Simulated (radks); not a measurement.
The chlorine anion Cl- inside a hard spherical wall (all orbitals vanish at R), configuration held at [Ar] and not refilled when levels cross. Method: non-relativistic Kohn-Sham, PBEsol, spin-polarised, spherical densities, point nucleus; computed with a radial shooting solver on a logarithmic mesh with Libxc functionals. Eigenvalues in eV for spin up, with the zero of energy where the potential of the charges vanishes at infinity; a dash marks a level that is unbound or too diffuse for the functional's potential to be trusted. A positive occupied level is held by the wall or, in an anion where self-interaction has pushed it up, behind a barrier. The pressure on the wall is -dE/dV.

\begin{tabular}{lrrrrrrrrr}
R (bohr) & E (hartree) & kinetic (hartree) & e(2s) & e(2p) & e(3s) & e(3p) & e(4s, empty) & e(4p, empty) & pressure (GPa) \\ \hline
20 & -459.42050 & 458.758 & -240.52 & -181.40 & -11.120 & 0.253 & 2.457 & 2.666 & < 0.0001 \\
12 & -459.42037 & 458.759 & -240.50 & -181.37 & -11.097 & 0.274 & 3.965 & 4.778 & 0.00158 \\
7 & -459.41108 & 458.812 & -239.85 & -180.73 & -10.563 & 0.783 & 8.002 & 10.791 & 0.450 \\
5 & -459.33529 & 459.185 & -237.32 & -178.17 & -8.688 & 2.702 & 16.042 & 21.299 & 9.78 \\
3.5 & -458.76378 & 461.565 & -227.62 & -168.37 & -2.043 & 10.092 & 41.597 & 50.311 & 191 \\
2.5 & -455.98383 & 470.823 & -203.64 & -143.92 & 16.736 & 31.281 & 109.59 & 120.45 & 2330 \\
1.5 & -432.24079 & 530.481 & -122.77 & -59.654 & 130.76 & 149.41 & 449.82 & 442.87 & 68700 \\
\end{tabular}
